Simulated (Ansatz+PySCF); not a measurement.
# doublet BeH: levels of theory in one basis

```yaml
atoms:
  - { symbol: Be, position_ang: [0.0000, 0.0000, -0.3261] }
  - { symbol: H, position_ang: [0.0000, 0.0000, 1.3042] }
```

Basis set: 6-31G (spherical functions). All electrons are correlated. Correlation on ROHF uses semicanonical orbitals with singles. Charge 0, multiplicity 2.

Computed with Ansatz (development build ahead of 0.2.0); each method stands on the lowest determinant of its kind that the runs found.

```csv
method,E − E(ROHF) (eV),<S²> of the determinant
ROHF,0.00,0.75
UHF,-0.03,0.76
ROHF-MP2,-0.50,–
UHF-MP2,-0.52,0.76
ROHF-CCSD,-0.82,–
UHF-CCSD,-0.83,0.76
ROHF-CCSD(T),-0.84,–
UHF-CCSD(T),-0.84,0.76
full CI (lowest root of this spin),-0.85,–
```

**Question.** Is a single determinant a sound starting point here?

**Answer.** By this sign, yes. Unrestricted orbitals gain 0.03 eV and <S²> is 0.76 against 0.75 for a pure state.
